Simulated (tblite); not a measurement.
C5H9GaO.
Atom-mapped SMILES: `[CH2:1]=[C:2]1[CH2:3][CH:4]([O:5][GaH2:6])[CH2:7]1` (hydrogens: H8, H9 on C1; H10, H11 on C3; H12 on C4; H13, H14 on Ga6; H15, H16 on C7)

Computed with GFN2-xTB (tblite), gas phase: L-BFGS steps from a force-field or distance-geometry start until the largest atomic force falls under 0.01 eV/Å.

Step 20: E = -558.6358 eV
```
atom  x, y, z in Å  |  force x, y, z in eV/Å
C1     -2.1438    1.5011   -0.1120    0.220   0.006   0.046
C2     -1.4092    0.4116   -0.1758   -0.035  -0.195  -0.080
C3     -0.4452   -0.1020   -1.2085    0.163   0.005  -0.071
C4      0.2244   -0.9491   -0.0918   -0.187  -0.143  -0.121
O5      1.4784   -0.5089    0.3307   -0.095   0.006   0.004
Ga6     3.1069   -0.0594    0.4048    0.367   0.023   0.033
C7     -0.9638   -0.5895    0.8507    0.117  -0.096   0.064
H8     -2.1783    2.1757   -0.9504   -0.241   0.034   0.045
H9     -2.6461    1.7699    0.8012   -0.141   0.073  -0.111
H10     0.1790    0.6881   -1.6298    0.171  -0.077   0.003
H11    -0.8460   -0.6965   -2.0378   -0.091   0.101   0.294
H12     0.3317   -2.0212   -0.3194   -0.272   0.138  -0.009
H13     4.0876    0.4780   -0.7217   -0.278  -0.038   0.125
H14     3.5736   -0.4948    1.8087    0.068   0.111   0.014
H15    -0.7243   -0.1565    1.8238    0.224  -0.065  -0.096
H16    -1.6328   -1.4375    1.0186    0.008   0.118  -0.140
```

Step 21: E = -558.6568 eV
```
atom  x, y, z in Å  |  force x, y, z in eV/Å
C1     -2.1410    1.4990   -0.1124    0.145   0.029   0.037
C2     -1.4030    0.4113   -0.1732   -0.069  -0.164  -0.097
C3     -0.4401   -0.1050   -1.2065    0.110   0.151  -0.088
C4      0.2209   -0.9593   -0.0968   -0.162  -0.123  -0.056
O5      1.4821   -0.5347    0.3249   -0.014  -0.001  -0.028
Ga6     3.1154   -0.0719    0.3860    0.151  -0.076   0.322
C7     -0.9563   -0.5935    0.8506    0.000   0.046   0.103
H8     -2.1884    2.1734   -0.9528   -0.192  -0.022   0.073
H9     -2.6558    1.7686    0.7953   -0.091   0.040  -0.120
H10     0.1913    0.6858   -1.6126    0.198  -0.047  -0.038
H11    -0.8485   -0.6776   -2.0456   -0.072   0.042   0.277
H12     0.2996   -2.0276   -0.3246   -0.156  -0.030  -0.048
H13     4.0851    0.4909   -0.7048   -0.163   0.014  -0.046
H14     3.5760   -0.4703    1.8155    0.026   0.118  -0.102
H15    -0.7066   -0.1524    1.8158    0.242  -0.066  -0.034
H16    -1.6387   -1.4278    1.0324    0.048   0.089  -0.155
```

Step 22: E = -558.6733 eV
```
atom  x, y, z in Å  |  force x, y, z in eV/Å
C1     -2.1367    1.4967   -0.1120    0.044   0.034   0.018
C2     -1.3992    0.4083   -0.1724   -0.060  -0.034  -0.065
C3     -0.4335   -0.1039   -1.2053    0.021   0.179  -0.033
C4      0.2148   -0.9713   -0.1024   -0.083  -0.059   0.002
O5      1.4839   -0.5616    0.3161    0.053  -0.027  -0.035
Ga6     3.1214   -0.0905    0.3734   -0.014  -0.097   0.439
C7     -0.9497   -0.5952    0.8523   -0.061   0.132   0.045
H8     -2.1993    2.1684   -0.9546   -0.138  -0.051   0.077
H9     -2.6660    1.7663    0.7884   -0.043   0.007  -0.111
H10     0.2077    0.6858   -1.5939    0.204  -0.023  -0.080
H11    -0.8522   -0.6589   -2.0479   -0.044  -0.004   0.194
H12     0.2672   -2.0367   -0.3302   -0.074  -0.150  -0.085
H13     4.0838    0.5061   -0.6885   -0.101   0.036  -0.157
H14     3.5782   -0.4419    1.8180    0.005   0.085  -0.114
H15    -0.6844   -0.1466    1.8078    0.233  -0.068   0.026
H16    -1.6436   -1.4161    1.0424    0.057   0.038  -0.119
```

Step 23: E = -558.6886 eV
```
atom  x, y, z in Å  |  force x, y, z in eV/Å
C1     -2.1335    1.4938   -0.1121   -0.074   0.038  -0.005
C2     -1.3966    0.4050   -0.1723   -0.002   0.118  -0.005
C3     -0.4256   -0.0991   -1.2038   -0.041   0.128   0.012
C4      0.2052   -0.9889   -0.1091    0.043  -0.003   0.031
O5      1.4877   -0.6027    0.3040    0.092  -0.056  -0.040
Ga6     3.1288   -0.1114    0.3672   -0.191  -0.072   0.373
C7     -0.9436   -0.5935    0.8559   -0.071   0.130  -0.023
H8     -2.2129    2.1613   -0.9564   -0.082  -0.056   0.050
H9     -2.6785    1.7630    0.7791   -0.007  -0.024  -0.074
H10     0.2311    0.6886   -1.5714    0.164  -0.043  -0.090
H11    -0.8542   -0.6343   -2.0529    0.004  -0.017   0.133
H12     0.2253   -2.0547   -0.3403   -0.011  -0.131  -0.091
H13     4.0854    0.5272   -0.6755   -0.106   0.015  -0.185
H14     3.5766   -0.4056    1.8195    0.006   0.027  -0.042
H15    -0.6543   -0.1382    1.8009    0.195  -0.077   0.032
H16    -1.6487   -1.4015    1.0584    0.080   0.023  -0.076
```

Q: Estimate the geometry and energy of step 24. (The exact step hangs on the optimiser's Hessian estimate; all steps are aligned on step 23, rigid shifts and turns removed.)

A: E = -558.6970 eV, largest force 0.312 eV/Å
```
atom  x, y, z in Å  |  force x, y, z in eV/Å
C1     -2.1295    1.4963   -0.1113   -0.162   0.018  -0.029
C2     -1.3917    0.4084   -0.1731    0.068   0.261   0.070
C3     -0.4206   -0.0959   -1.2042   -0.139   0.061   0.205
C4      0.2042   -0.9892   -0.1115   -0.020   0.084   0.015
O5      1.4815   -0.5965    0.2982    0.211  -0.118   0.018
Ga6     3.1269   -0.1433    0.3782   -0.127   0.096   0.170
C7     -0.9384   -0.5910    0.8549   -0.028   0.177  -0.176
H8     -2.2287    2.1613   -0.9537   -0.017  -0.042  -0.019
H9     -2.6878    1.7626    0.7709    0.006  -0.044   0.013
H10     0.2455    0.6722   -1.5775    0.230   0.130  -0.136
H11    -0.8650   -0.6263   -2.0372   -0.062  -0.157  -0.111
H12     0.2161   -2.0507   -0.3405    0.042  -0.281  -0.129
H13     4.0655    0.5330   -0.6641   -0.136  -0.030  -0.171
H14     3.5942   -0.3875    1.8177    0.020  -0.048   0.128
H15    -0.6352   -0.1532    1.7982    0.178   0.029   0.151
H16    -1.6448   -1.3914    1.0461   -0.063  -0.139   0.001
```

The energy changes by -0.0084 eV. The first-order estimate −F·Δx gives -0.0206 eV and the mean of the old and new forces, exact on a quadratic surface, -0.0085 eV. The step makes an angle of 64° with the force vector and moves no atom by more than 0.034 Å.

What follows is the cost of the whole relaxation. Time: 0.96 s of wall time. Hardware: Arm Neoverse N1, one thread, no GPU, shared host with 64 logical CPUs at a one-minute load of 60.
